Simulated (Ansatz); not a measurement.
Ideal-gas functions of CH5FOSn (`C[O][SnH2][F]`) at 800 K and 1 bar, from an Ansatz frequency run at PBE0-D4/def2-TZVP.

Molar mass 170.76 g/mol, point group C1 (symmetry number 1), electronic degeneracy 1, moments of inertia 73.548, 178.241, 229.498 u Å². Harmonic wavenumbers (cm⁻¹, unscaled): 60, 98, 165, 221, 454, 504, 582, 608, 642, 659, 1115, 1176, 1195, 1477, 1491, 1499, 1966, 2011, 2994, 3059, 3098.

Use S(trans) = R[1.5 ln M + 2.5 ln T − 1.1517]; rotational temperatures θ = 24.2544 K / I; S(rot) = R[ln(√π/σ · √(T³/θAθBθC)) + 1.5]; for each mode x = 1.438777 ν̃/T, S = R[x/(eˣ − 1) − ln(1 − e⁻ˣ)] and H = RT x/(eˣ − 1); 1 cm⁻¹ = 0.0119627 kJ/mol; R = 8.31446 J/(mol·K).

Task: By hand: the entropy, in J/(mol·K).

Result: Translation 193.5. Rotation: θ = 0.3298, 0.1361, 0.1057 K, giving 122.8. Vibration, mode by mode: 26.83, 22.76, 18.45, 16.04, 10.23, 9.41, 8.30, 7.97, 7.57, 7.37, 3.80, 3.48, 3.39, 2.27, 2.23, 2.20, 1.13, 1.06, 0.24, 0.22, 0.21, in all 155.2. Electronic 0.0. Sum 471.5 J/(mol·K).

Task: By hand: H − E and G − E in kJ/mol, counted from the electronic energy.

Result: Zero-point energy ½ × 25074 × 0.0119627 = 150.0; thermal vibration 58.0; translation, rotation and pV give 4 RT = 26.6. H − E = 234.6 kJ/mol, and G − E = 234.6 − 800 × 471.5/1000 = -142.6 kJ/mol.

Vibration gives 33 % of the entropy, 49.6 J/(mol·K) of it from the modes under 150 cm⁻¹: soft modes count most, and the harmonic formula is weakest for them. The sum counts one conformer and one mirror image; others add a mixing term.
